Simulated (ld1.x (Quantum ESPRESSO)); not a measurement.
**Ru (Z = 44): one change to a PAW potential, before and after**

ld1.x (Quantum ESPRESSO) 7.5 input, shortened:

```
&input
   title='Ru', zed=44., rel=1, dft='PBE', iswitch=3,
   config='[Kr] 4d7 5s0.75 5p0.25'
 /
 &inputp
   pseudotype=3, lpaw=.true., tm=.true., lloc=-2, rcloc=1.60,
   nlcc=.true., new_core_ps=.true., rcore=1.50,
   which_augfun='BESSEL', rmatch_augfun=1.20
 /
6
4S  1  0   2.00   0.00  1.35  1.50  0.0
5S  2  0   0.75   0.00  1.35  1.50  0.0
4P  2  1   6.00   0.00  1.70  2.20  0.0
5P  3  1   0.25   0.00  1.70  2.20  0.0
4D  3  2   7.00   0.00  1.10  1.45  0.0
4D  3  2   0.00  -0.05  1.10  1.45  0.0
 &test
   configts(1)='4s2 4p6 4d7 5s0.75 5p0.25'
 /
```

All-electron outer shells of the reference configuration (PBE, scalar-relativistic, ld1.x):

```
shell  level (eV)  outermost node (bohr)  outermost maximum (bohr)
   3p     -447.65                   0.16                      0.36
   3d     -273.54                      –                      0.30
   4s      -76.81                   0.48                      0.92
   4p      -46.86                   0.49                      0.98
   4d       -5.63                   0.48                      1.21
   5s       -4.54                   1.24                      2.73
   5p       -1.16                   1.41                      3.92
```

Change: core correction Bessel-smoothed model core inside 0.86 bohr.

Cutoffs: the cutoffs (Ry, on a coarse ladder) from which the occupation-weighted sum of valence levels, in a spherical-Bessel basis at the reference potential, stays within 10 and 1 mRy of its value at 400 Ry; they do not see the model core or the augmentation charge, which bear on the density cutoff. Errors are all-electron minus pseudo energies relative to the spin-unpolarised reference configuration.

Q: What does the change do?

A: The potential gets neither clearly harder nor softer (50 Ry and 90 Ry → 50 Ry and 90 Ry); the number of tests that count goes from 6 to 5 (the test run of the changed file stopped, so its transferability is not established); of the 5 tests that both files solve, the error grows in 0 and shrinks in 1 by more than 15 % and 0.3 meV (median size 1.4 → 1.3 meV); neither file shows a bound ghost at the reference potential, the only one tested. A model core, the more so a compact one, raises the density cutoff, which this test does not measure.

```csv
quantity,base,changed
"cutoff, loose",50 Ry,50 Ry
"cutoff, tight",90 Ry,90 Ry
bound ghosts,none,none
"tests counted (converged, no solver errors)",6 of 7,5 of 7 (the test run stopped)
"error for 4s2 4p6 4d7 5s1 5p0, meV [ΔE -0.84 eV]",+0.4,+0.4
"error for 4s2 4p6 4d7 5s0 5p0, meV [ΔE 6.45 eV]",-1.4,-1.4
"error for 4s2 4p6 4d6 5s0 5p0, meV [ΔE 24.64 eV]",-1.4,-1.3
"error for 4s2 4p6 4d6 5s1 5p0, meV [ΔE 9.27 eV]",+0.7,+0.6
"error for 4s1 4p6 4d7 5s1 5p0, meV [ΔE 81.85 eV]",-25,-18
s: phases at 2.39 bohr within 0.05 rad from the reference energy up to (Ry; the scan ends near 5),to the end of the scan,to the end of the scan
p: phases at 2.39 bohr within 0.05 rad from the reference energy up to (Ry; the scan ends near 5),0.8,0.8
d: phases at 2.39 bohr within 0.05 rad from the reference energy up to (Ry; the scan ends near 5),to the end of the scan,to the end of the scan
lowest overlap eigenvalue by channel,"s 0.22, p 0.10, d 0.88","s 0.22, p 0.10, d 0.88"
```

Base: Tests not counted: 4s2 4p6 4d4 5s0 5p0 (solver errors, printed error -1446 eV).
